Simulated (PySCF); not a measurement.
Isomers of C8H13P, mass 140.075 u with the commonest isotopes. Theory: PBE0/pcSseg-1 in PySCF (dipole) on a GFN2-xTB geometry, gas phase. One conformer each, none proved a minimum here; rigid rotors.

Question: Order these by dipole moment, smallest first.
A. `[CH2:1]=[P:2]1([C:3]2=[CH:4][CH2:5][CH2:6][CH2:7]2)[CH2:8][CH2:9]1` with C1–P2–C3–C4 8°, C3–C4–C5–C6 -13°, C4–C5–C6–C7 20°, C5–C6–C7–C3 -21°, C1–P2–C8–C9 102°
B. `[CH:1]#[C:2][P:3]([CH:4]=[CH2:5])[C:6]([CH3:7])([CH3:8])[CH3:9]` with C2–P3–C4–C5 17°
C. `[CH3:1][CH2:2][CH2:3][P:4]1[CH:5]=[CH:6][CH2:7][CH:8]=[CH:9]1` with C1–C2–C3–P4 64°, C2–C3–P4–C5 82°, C3–P4–C5–C6 134°, C5–C6–C7–C8 -37°, C6–C7–C8–C9 37°, C3–P4–C9–C8 -135°
D. `[CH2:1]=[CH:2][P:3]([C:4]#[C:5][CH3:6])[CH:7]([CH3:8])[CH3:9]` with C1–C2–P3–C4 -19°, C2–P3–C7–C8 165°

Answer: C (1.13 D), B (1.36 D), D (1.75 D), A (3.87 D).

Question: Order these by rotational constant A, largest first.
A. `[CH:1]#[C:2][P:3]([CH:4]=[CH2:5])[C:6]([CH3:7])([CH3:8])[CH3:9]` with C2–P3–C4–C5 17°
B. `[CH3:1][CH2:2][CH2:3][P:4]1[CH:5]=[CH:6][CH2:7][CH:8]=[CH:9]1` with C1–C2–C3–P4 64°, C2–C3–P4–C5 82°, C3–P4–C5–C6 134°, C5–C6–C7–C8 -37°, C6–C7–C8–C9 37°, C3–P4–C9–C8 -135°
C. `[CH3:1][CH2:2][P:3]1[CH:4]=[CH:5][CH:6]([CH3:7])[CH:8]=[CH:9]1` with C1–C2–P3–C4 176°, C2–P3–C4–C5 -135°, C4–C5–C6–C7 -82°, C5–C6–C8–C9 -39°, C2–P3–C9–C8 134°
D. `[CH2:1]=[P:2]1([C:3]2=[CH:4][CH2:5][CH2:6][CH2:7]2)[CH2:8][CH2:9]1` with C1–P2–C3–C4 8°, C3–C4–C5–C6 -13°, C4–C5–C6–C7 20°, C5–C6–C7–C3 -21°, C1–P2–C8–C9 102°
E. `[CH2:1]=[CH:2][P:3]([C:4]#[C:5][CH3:6])[CH:7]([CH3:8])[CH3:9]` with C1–C2–P3–C4 -19°, C2–P3–C7–C8 165°

Answer: B (3342 MHz), C (3052 MHz), D (2823 MHz), A (1768 MHz), E (1687 MHz).

Question: Order these by rotational constant C, largest first.
A. `[CH2:1]=[P:2]1([C:3]2=[CH:4][CH2:5][CH2:6][CH2:7]2)[CH2:8][CH2:9]1` with C1–P2–C3–C4 8°, C3–C4–C5–C6 -13°, C4–C5–C6–C7 20°, C5–C6–C7–C3 -21°, C1–P2–C8–C9 102°
B. `[CH3:1][CH2:2][CH2:3][P:4]1[CH:5]=[CH:6][CH2:7][CH:8]=[CH:9]1` with C1–C2–C3–P4 64°, C2–C3–P4–C5 82°, C3–P4–C5–C6 134°, C5–C6–C7–C8 -37°, C6–C7–C8–C9 37°, C3–P4–C9–C8 -135°
C. `[CH3:1][CH2:2][P:3]1[CH:4]=[CH:5][CH:6]([CH3:7])[CH:8]=[CH:9]1` with C1–C2–P3–C4 176°, C2–P3–C4–C5 -135°, C4–C5–C6–C7 -82°, C5–C6–C8–C9 -39°, C2–P3–C9–C8 134°
D. `[CH2:1]=[CH:2][P:3]([C:4]#[C:5][CH3:6])[CH:7]([CH3:8])[CH3:9]` with C1–C2–P3–C4 -19°, C2–P3–C7–C8 165°
E. `[CH:1]#[C:2][P:3]([CH:4]=[CH2:5])[C:6]([CH3:7])([CH3:8])[CH3:9]` with C2–P3–C4–C5 17°

Answer: E (942.7 MHz), C (814.4 MHz), A (755.0 MHz), B (723.3 MHz), D (676.6 MHz).

| SMILES | point group | Ia (u·Å²) | Ib (u·Å²) | Ic (u·Å²) | κ | μa (D) | μb (D) | μc (D) |
| --- | --- | --- | --- | --- | --- | --- | --- | --- |
| CCCP1C=CCC=C1 | C1 | 151.24 | 627.99 | 698.67 | -0.94 | 0.27 | 0.11 | 1.09 |
| C#CP(C=C)C(C)(C)C | C1 | 285.80 | 412.69 | 536.09 | -0.32 | 0.38 | 0.16 | 1.30 |
| C=CP(C#CC)C(C)C | C1 | 299.59 | 521.95 | 746.93 | -0.42 | 0.88 | 0.47 | 1.44 |
| C=P1(C2=CCCC2)CC1 | C1 | 179.05 | 546.29 | 669.42 | -0.84 | 3.39 | 1.88 | 0.02 |
| C=CC1=C(C(C)C)P1C | C1 | 305.07 | 495.52 | 690.23 | -0.38 | 0.78 | 0.95 | 1.22 |
| CCP1C=CC(C)C=C1 | C1 | 165.61 | 560.48 | 620.55 | -0.92 | 0.09 | 0.01 | 1.07 |
